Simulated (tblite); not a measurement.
Isomers of C4H7ClOSi. Computed with GFN2-xTB (tblite): harmonic, unscaled wavenumbers at the GFN2-xTB geometry, gas phase. Against measured fundamentals such values can be off by several per cent, at times by over 20. Modes of hydrogen on silicon can be 10 to 20 % off. One conformer each.

Electronic energies: GFN2-xTB at the same geometries; isomer energies are rough at this level and their order can be wrong.

```
               SMILES  electronic energy, lowest = 0 (kcal/mol)
C/C=C(\[SiH3])C(=O)Cl                                      60.3
  CC1=CO[Si@@H](Cl)C1                                       0.0
   C=C1CO[Si@H](Cl)C1                                       6.4
   C=C1CO[Si@@]1(C)Cl                                      35.1
  CC1=C[Si@@H](Cl)OC1                                       2.6
```

Q: How do GFN2-xTB zero-point energies change the relative energies?

A: 
```csv
SMILES,ZPE (kcal/mol),of it from modes above 1550 cm⁻¹,electronic (kcal/mol),"with ZPE, lowest = 0 (kcal/mol)",lowest mode (cm⁻¹),rings
CC1=CO[Si@@H](Cl)C1,63.3,31.7,0.0,0.0,63,1
CC1=C[Si@@H](Cl)OC1,63.4,31.4,2.6,2.7,74,1
C=C1CO[Si@H](Cl)C1,63.3,31.6,6.4,6.3,48,1
C=C1CO[Si@@]1(C)Cl,63.7,32.9,35.1,35.4,75,1
C/C=C(\[SiH3])C(=O)Cl,58.2,32.0,60.3,55.2,39,0
```

The zero-point energies span 5.5 kcal/mol, from `C/C=C(\[SiH3])C(=O)Cl` to `C=C1CO[Si@@]1(C)Cl`. The order is unchanged.

Q: What do entropy and thermal enthalpy add at 298.15 K and 1 bar (rigid rotor, harmonic oscillator, one conformer each)?

A: 
```tsv
SMILES	point group	symmetry number	S (cal/(mol K))	H − H(0) (kcal/mol)	ZPE + H − H(0) − TS (kcal/mol)
CC1=CO[Si@@H](Cl)C1	C1	1	89.5	5.74	42.4
CC1=C[Si@@H](Cl)OC1	C1	1	89.9	5.76	42.4
C=C1CO[Si@H](Cl)C1	C1	1	89.6	5.60	42.2
C=C1CO[Si@@]1(C)Cl	C1	1	93.5	6.20	42.0
C/C=C(\[SiH3])C(=O)Cl	C1	1	97.6	6.64	35.7
```
